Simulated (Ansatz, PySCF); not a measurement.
Si(OSiH3)2(NHSiH3)(Cl) (ClH₁₀NO₂Si₄), SMILES [SiH3]N[Si](Cl)(O[SiH3])O[SiH3].

Geometry: r2SCAN-D4/def2-SVP. Other conformers were not sampled.

Vertical ionisation energy (IE) and electron affinity (EA) in eV. Rows of orbital energies are one-electron estimates. Where ΔSCF, EOM or ADC give a negative EA the extra electron is unbound and the value depends on the basis.

```json
[
 {"level": "−ε(HOMO), −ε(LUMO), M06-2X/def2-SVP (PySCF)", "IE": "9.14", "EA": "-0.99"},
 {"level": "−ε(HOMO), −ε(LUMO), PBE/def2-SVP (PySCF)", "IE": "6.39", "EA": "0.74"},
 {"level": "ΔSCF, PBE0/def2-SVPD (Ansatz), final states of multiplicity 2 and 2", "IE": "9.76", "EA": "-0.75"},
 {"level": "ΔSCF, PBE/def2-SVPD (Ansatz), final states of multiplicity 2 and 2", "IE": "9.21", "EA": "-0.42"}
]
```

Task: What vertical singlet–triplet gap does ΔSCF give with PBE0/def2-SVPD (Ansatz, a quantum-chemistry and plane-wave program) and with PBE/def2-SVPD (Ansatz)? (The exact figures need the calculation; the answer reports its results.)

Result: 6.20 and 5.67 eV (triplet above singlet where positive).
